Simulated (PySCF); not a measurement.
# Working out the ionisation energy of Br

Br [Ar] 3d10 4s2 4p5 (2P) → Br⁺ [Ar] 3d10 4s2 4p4 (3P). Computed with PySCF 2.14 in cc-pVDZ-DK (5s4p2d, 27 functions), with the spin-free X2C one-electron Hamiltonian (Gaussian nucleus). Frozen: [Ar] 3d10. Energies in hartree (1 hartree = 27.21139 eV):

| part | Br (lower) | Br⁺ (upper) |
| --- | --- | --- |
| UHF | -2604.298414 | -2603.903032 |
| CCSD correlation | -0.106083 | -0.086982 |
| (T) | -0.000821 | -0.000779 |

Problem. What does Hartree-Fock give?

Solution. (-2603.903032) − (-2604.298414) = 0.395382 hartree = 10.759 eV.

Problem. What do CCSD and CCSD(T) give?

Solution. The CCSD correlation energies differ by 0.019101 hartree = 0.520 eV and the triples by 0.000042 hartree = 0.001 eV, so CCSD gives 11.279 eV and CCSD(T) 11.280 eV.

Measured between the centres of the two terms (NIST): 11.844 eV, so CCSD(T) (valence) is off by -0.564 eV.

A double-zeta basis recovers only part of the correlation energy.

What remains against the reference includes basis incompleteness, the frozen core and higher excitations.
